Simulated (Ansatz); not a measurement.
Ansatz (an electronic-structure program) input (B3LYP-D3(BJ)/def2-TZVP):

Ansatz 0.2 input:
```yaml
crystal:
  periodic: [false, false, false]
  atoms:
    - {symbol: Cu, position_ang: [1.72155779, -0.26829215, -0.00247555]}
    - {symbol: Cu, position_ang: [-1.71918664, 0.30326619, 0.01550228]}
    - {symbol: I, position_ang: [0.26851117, 1.91467397, -0.01338456]}
    - {symbol: I, position_ang: [-0.26776829, -1.87845756, 0.01484428]}
    - {symbol: I, position_ang: [4.15209248, 0.24210467, -0.00918356]}
    - {symbol: I, position_ang: [-4.14944992, -0.21770508, 0.04630363]}
basis:
  gaussian:
    orbitals: def2-TZVP
hamiltonian:
  xc: b3lyp
  dispersion: d3bj
magnetization: {spin_polarized: true, initial_magnetization: 2}
relax: {f_tol: 0.002, max_steps: 150}
```

Output:

```
Functional definition: B3LYP
integrals: 0.82 GiB planned
2938 factors; integrals over basis functions are off by at most 2.6e-4 eV
0.28 GiB of the device are held for the grids
2.64 GiB of device memory are held for the factors and their scratch space
mean field: 1.32 GiB planned
mean field evaluation 1: about -121698.9114 eV, gradient 5.1e1 eV
mean field evaluation 2: about -121506.7169 eV, gradient 3.3e2 eV
mean field evaluation 4: about -121703.4489 eV, gradient 1.8e1 eV
mean field evaluation 8: about -121704.4676 eV, gradient 3.3e-1 eV
mean field evaluation 16: about -121704.5860 eV, gradient 5.5e-3 eV
mean field evaluation 32: about -121703.3379 eV, gradient 1.0e1 eV
mean field evaluation 64: about -121704.4191 eV, gradient 4.5e0 eV
mean field -121704.58598716 eV, -4472.5610406968 hartree, gradient 1.4e-5 eV, S^2 2.008224; 10 other end points of the search recorded, 0 dependent functions left out
the calculation of the forces begins
reference -121704.58627053 eV, -4472.5610511105 hartree; 80, 78 occupied and 210, 212 virtual orbitals, 2938 factors
relax step   1: F+E_penalty+E_count = -121705.42429066 eV  Δ(F+E_penalty+E_count) = +0.000e0 eV  max|allowed force component| = 3.693e-1 eV/Å  Δτ_max = 0.0000 Å  (275 SCF iters, accepted)
these checks for a lower state are left out or cut short: starts, cluster_reference, orbital_swaps, neighbouring_geometries, increment
integrals: 0.83 GiB planned
2938 factors; integrals over basis functions are off by at most 2.5e-4 eV
0.29 GiB of the device are held for the grids
2.65 GiB of device memory are held for the factors and their scratch space
mean field: 1.34 GiB planned
mean field -121704.59336577 eV, -4472.5613118557 hartree, gradient 1.1e-5 eV, S^2 2.008265; 0 other end points of the search recorded, 0 dependent functions left out
the calculation of the forces begins
reference -121704.59364661 eV, -4472.5613221766 hartree; 80, 78 occupied and 210, 212 virtual orbitals, 2938 factors
relax step   2: F+E_penalty+E_count = -121705.45073684 eV  Δ(F+E_penalty+E_count) = -2.645e-2 eV  max|allowed force component| = 7.354e-2 eV/Å  Δτ_max = 0.1484 Å  (57 SCF iters, accepted)
these checks for a lower state are left out or cut short: starts, cluster_reference, orbital_swaps, neighbouring_geometries, increment
integrals: 0.83 GiB planned
2938 factors; integrals over basis functions are off by at most 2.6e-4 eV
0.29 GiB of the device are held for the grids
2.65 GiB of device memory are held for the factors and their scratch space
mean field: 1.34 GiB planned
mean field evaluation 96: about -121704.5980 eV, gradient 1.4e-3 eV
mean field -121704.59800704 eV, -4472.5614824192 hartree, gradient 1.9e-5 eV, S^2 2.008241; 0 other end points of the search recorded, 0 dependent functions left out
the calculation of the forces begins
reference -121704.59828825 eV, -4472.5614927534 hartree; 80, 78 occupied and 210, 212 virtual orbitals, 2938 factors
relax step   3: F+E_penalty+E_count = -121705.45292247 eV  Δ(F+E_penalty+E_count) = -2.186e-3 eV  max|allowed force component| = 9.864e-3 eV/Å  Δτ_max = 0.0276 Å  (56 SCF iters, accepted)
these checks for a lower state are left out or cut short: starts, cluster_reference, orbital_swaps, neighbouring_geometries, increment
integrals: 0.83 GiB planned
2938 factors; integrals over basis functions are off by at most 2.6e-4 eV
0.29 GiB of the device are held for the grids
2.65 GiB of device memory are held for the factors and their scratch space
mean field: 1.34 GiB planned
mean field -121704.59888317 eV, -4472.5615146165 hartree, gradient 2.6e-5 eV, S^2 2.008245; 0 other end points of the search recorded, 0 dependent functions left out
the calculation of the forces begins
reference -121704.59916447 eV, -4472.5615249540 hartree; 80, 78 occupied and 210, 212 virtual orbitals, 2938 factors
relax step   4: F+E_penalty+E_count = -121705.45301133 eV  Δ(F+E_penalty+E_count) = -8.886e-5 eV  max|allowed force component| = 3.687e-3 eV/Å  Δτ_max = 0.0072 Å  (48 SCF iters, accepted)
these checks for a lower state are left out or cut short: starts, cluster_reference, orbital_swaps, neighbouring_geometries, increment
integrals: 0.83 GiB planned
2938 factors; integrals over basis functions are off by at most 2.6e-4 eV
0.29 GiB of the device are held for the grids
2.65 GiB of device memory are held for the factors and their scratch space
mean field: 1.34 GiB planned
mean field -121704.59883941 eV, -4472.5615130085 hartree, gradient 2.0e-5 eV, S^2 2.008246; 0 other end points of the search recorded, 0 dependent functions left out
the calculation of the forces begins
reference -121704.59912070 eV, -4472.5615233457 hartree; 80, 78 occupied and 210, 212 virtual orbitals, 2938 factors
relax step   5: F+E_penalty+E_count = -121705.45301401 eV  Δ(F+E_penalty+E_count) = -2.682e-6 eV  max|allowed force component| = 4.958e-4 eV/Å  Δτ_max = 0.0005 Å  (42 SCF iters, accepted)
integrals: 0.83 GiB planned
2938 factors; integrals over basis functions are off by at most 2.6e-4 eV
0.29 GiB of the device are held for the grids
2.65 GiB of device memory are held for the factors and their scratch space
mean field: 1.34 GiB planned
mean field evaluation 128: about -121704.5988 eV, gradient 1.9e-3 eV
mean field evaluation 160: about -121704.5901 eV, gradient 1.7e0 eV
mean field -121704.59883941 eV, -4472.5615130085 hartree, gradient 2.0e-5 eV, S^2 2.008246; 11 other end points of the search recorded, 0 dependent functions left out
the calculation of the forces begins
reference -121704.59912070 eV, -4472.5615233457 hartree; 80, 78 occupied and 210, 212 virtual orbitals, 2938 factors
Total energy: -121705.45329530 eV, -4472.5929136831 hartree
Atom 0 at     1.649008    -0.254094    -0.001443 Å, force     0.000496    -0.000066     0.000115 eV/Å
Atom 1 at    -1.647671     0.289221     0.015832 Å, force    -0.000496    -0.000112     0.000123 eV/Å
Atom 2 at     0.279897     1.970343    -0.013143 Å, force    -0.000281     0.000393     0.000130 eV/Å
Atom 3 at    -0.278789    -1.935529     0.015966 Å, force     0.000303    -0.000370     0.000132 eV/Å
Atom 4 at     4.038548     0.237098    -0.009784 Å, force    -0.000310    -0.000150    -0.000246 eV/Å
Atom 5 at    -4.035237    -0.211449     0.044179 Å, force     0.000288     0.000305    -0.000254 eV/Å
Dipole moment:     0.000668     0.000368    -0.001461 e Å
```

The spin state was set by rule; other spins were not relaxed.
